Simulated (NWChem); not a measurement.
C2H4O2Si; SMILES O1C([SiH2]C1)=O

```xyz
9

O      0.4819    -2.0094     0.0000
C      0.1431    -0.8722     0.0000
O     -1.1625    -0.4560     0.0000
C     -1.0976     0.9899     0.0000
Si     0.8096     0.9555     0.0000
H     -1.5954     1.3900    -0.8962
H     -1.5954     1.3900     0.8962
H      1.5138     1.4296     1.2249
H      1.5138     1.4296    -1.2249
```
Atoms are numbered in this order, from 1.

Program: NWChem. Medium grid unless said otherwise, to which SCAN and Minnesota functionals are sensitive. Geometry: optimised at PBE0/def2-SVP.

Question: Order these by “highest occupied level (eV)”, lowest first: BLYP/def2-TZVP; B3LYP/def2-TZVP; r2SCAN/def2-TZVP; TPSSh/def2-TZVP; CAM-B3LYP/def2-TZVP.

Answer: CAM-B3LYP/def2-TZVP (-9.05), B3LYP/def2-TZVP (-7.43), TPSSh/def2-TZVP (-6.84), r2SCAN/def2-TZVP (-6.50), BLYP/def2-TZVP (-6.13)
